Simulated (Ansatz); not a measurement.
C2H8OSn⁺, that is SnH2Me(OMe) with one electron fewer. Total charge 1; doublet. Geometry PBE-D4/def2-SVP, that of the neutral singlet; atoms count from 1.

```xyz
12

Sn    0.282   -0.252   -0.793
H    -1.026   -0.511   -1.910
H     1.450    0.849   -1.463
C     1.140   -2.070   -0.019
H     1.530   -2.696   -0.844
H     0.358   -2.628    0.530
H     1.965   -1.817    0.674
O    -0.492    0.614    0.862
C    -1.152    1.851    0.749
H    -0.499    2.676    0.364
H    -1.500    2.163    1.760
H    -2.057    1.820    0.091
```

In the def2 sets Sn takes a core potential; there is no spin–orbit coupling.

Q: Estimate the Mulliken populations from the PBE0/def2-TZVP orbitals of Ansatz.

A: 
| atom | charge (e) | spin (α − β) |
| --- | --- | --- |
| Sn1 | 0.61 | -0.03 |
| H2 | 0.07 | 0.07 |
| H3 | 0.07 | 0.07 |
| C4 | -0.58 | -0.01 |
| H5 | 0.19 | 0.00 |
| H6 | 0.19 | 0.00 |
| H7 | 0.19 | 0.00 |
| O8 | -0.15 | 0.75 |
| C9 | -0.27 | -0.02 |
| H10 | 0.23 | 0.08 |
| H11 | 0.21 | 0.00 |
| H12 | 0.23 | 0.09 |
Mulliken values depend strongly on the basis.

Q: Where does the spin sit?

A: Summed by element: Sn -0.03, H 0.31, C -0.03, O 0.75, of 1 unpaired in all. Largest on single atoms: O8 0.75, H12 0.09, H10 0.08.

Q: And the Mayer bond orders between heavy atoms (over 0.3)?

A: Sn1–C4 1.00 (2.15 Å); Sn1–O8 0.60 (2.02 Å); O8–C9 1.04 (1.41 Å).
